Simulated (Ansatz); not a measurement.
## Abstraction of F: Ge(CH3)F3 + C2HF2Ge → Ge(CH3)F2 + C2HF3Ge

Species: Ge(CH3)F3, singlet; C2HF2Ge `C#[C][Ge]([F])[F]`, doublet; Ge(CH3)F2, doublet; C2HF3Ge `C#[C][Ge]([F])([F])[F]`, singlet. A radical takes F: the energy is the difference in strength between two Ge–F bonds in different surroundings.

Shapes, held fixed at every level: PBE0-D4/def2-TZVP. Programs: Ansatz 0.2.0. The zero-point and thermal change to 298 K, harmonic and unscaled (PBE0-D4/def2-TZVP), is -0.7 kJ/mol.

```tsv
level	kind	ΔH(298 K) (kJ/mol)	less CCSD(T)/def2-TZVPP	CPU time (sum over the molecules)
MP2/def2-SVP	perturbation theory	+5.6	+0.7	–
PBE0-D4/def2-TZVPP	global hybrid	+6.1	+1.2	39 s
r2SCAN0-D4/def2-TZVPP	global hybrid	+6.4	+1.5	62 s
wB97M-V/def2-TZVPP	range-separated hybrid	+5.1	+0.2	2 min
wB97X-V/def2-TZVPP	range-separated hybrid	+5.2	+0.3	94 s
B2PLYP/def2-TZVPP	double hybrid	+4.9	0.0	63 s
CCSD(T)/def2-TZVPP	coupled cluster or CI	+4.9	0.0	27 min
```

The highest level, CCSD(T)/def2-TZVPP, gives ΔH(298 K) = +4.9 kJ/mol; the levels span +4.9 to +6.4. The column of differences is taken from that level and isn't an error. No measured value is set beside it here. Open shells run unrestricted. Relativity is left out for Ge. Outer-core shells of Ge are correlated, in sets that cover them unevenly. Times are processor times on shared x86 and Arm servers, and rough.
